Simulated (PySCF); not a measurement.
Ge(H)(Cl)2(Me) (CH₄Cl₂Ge), SMILES [CH3][GeH]([Cl])[Cl].

Geometry: PBE0-D3(BJ)/def2-SVP.

Calculation: PBE0-D3(BJ)/def2-SVP (PySCF).

Frequencies are harmonic and unscaled.

```
mode  ν (cm⁻¹)  IR (km/mol)  Raman (Å⁴/amu)  depolarisation  moving atoms (share of kinetic energy)
----  --------  -----------  --------------  --------------  --------------------------------------
1          114          0.1             0.0               –                                  H 99 %
2          145          4.0             3.3            0.73                        Cl 76 %, Ge 16 %
3          159          0.6             2.6            0.75         C 42 %, H 27 %, Cl 23 %, Ge 8 %
4          180          5.6             1.8            0.70        Ge 35 %, Cl 26 %, C 22 %, H 18 %
5          418         33.6            10.7            0.06                        Cl 74 %, Ge 23 %
6          437         80.0             3.8            0.75                        Cl 62 %, Ge 38 %
7          629         16.4            15.3            0.25                 C 62 %, H 22 %, Ge 16 %
8          658         51.1             9.2            0.67                                  H 92 %
9          714         27.0            13.4            0.75                                  H 96 %
10         819         78.5             2.4            0.75                          H 80 %, C 18 %
11         853         61.2             5.2            0.73                          H 82 %, C 17 %
12        1257          9.8             2.5            0.05                          H 80 %, C 20 %
13        1421          5.8            10.2            0.74                                  H 96 %
14        1425          4.6             8.8            0.75                                  H 96 %
15        2191         94.9           184.9            0.19                                  H 99 %
16        3073          0.2           133.8            0.00                                  H 97 %
17        3191          0.0            86.5            0.75                          H 90 %, C 10 %
18        3198          0.2            69.2            0.75                          H 90 %, C 10 %
```
